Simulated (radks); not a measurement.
The numbers below are computed, except where a source is named.
Ionisation of neutral vanadium, [Ar] 3d3 4s2, to V+, [Ar] 3d4, under several functionals. Dirac Kohn-Sham, spin-unpolarised, spherical densities, finite nucleus; open shells fill j = l - 1/2 first; a radial shooting solver on a logarithmic mesh with Libxc functionals. The NIST Atomic Spectra Database gives 6.746 eV (measured). Rank these functionals by the error of their Delta-SCF ionisation energy: SOGGA; PW91; PBEsol; Wu-Cohen GGA; revPBE; BP86.

Answer. From best to worst: SOGGA 7.025 eV (+0.278); revPBE 7.065 eV (+0.319); Wu-Cohen GGA 7.106 eV (+0.360); PBEsol 7.143 eV (+0.397); PW91 7.187 eV (+0.441); BP86 7.373 eV (+0.626). Spin polarisation and multiplet splitting are left out, so open shells lie too high by an amount that depends on their filling.

Beside tabulated values, note that spin-unpolarised runs miss the spin-polarisation part of the exchange energy of open shells.
